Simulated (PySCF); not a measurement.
Cartesian coordinates in Å; atom numbers follow the order of the lines, from 1:
```xyz
5

F    -0.047   -0.807   -1.391
Be    0.007   -0.007   -0.008
F     1.526    0.131    0.469
F    -0.830   -0.799    1.100
F    -0.623    1.447   -0.209
```

Total charge -2.

Geometry: PBE0-D3(BJ)/def2-TZVP; GIAO absolute shieldings from PySCF 2.14, gas phase, non-relativistic, averaged over equivalent atoms.

At wB97X-D/pcSseg-2 (165 basis functions, 5.9 s wall time on 1 thread of an Intel Xeon 6975P-C, shared host):
| atoms | σ (ppm) |
| --- | --- |
| F1/F3/F4/F5 | 401.3 |
| Be2 | 111.3 |

Problem. What do these become at B97-2/pcSseg-2?

Solution. 
| atoms | σ at B97-2/pcSseg-2 | change |
| --- | --- | --- |
| F1/F3/F4/F5 | 400.0 | -1.3 |
| Be2 | 110.7 | -0.6 |

The largest change is at F1/F3/F4/F5 (fluorine bonded to Be). Cost: 165 basis functions, 4.7 s wall time on 1 thread of an Intel Xeon 6975P-C, shared host.
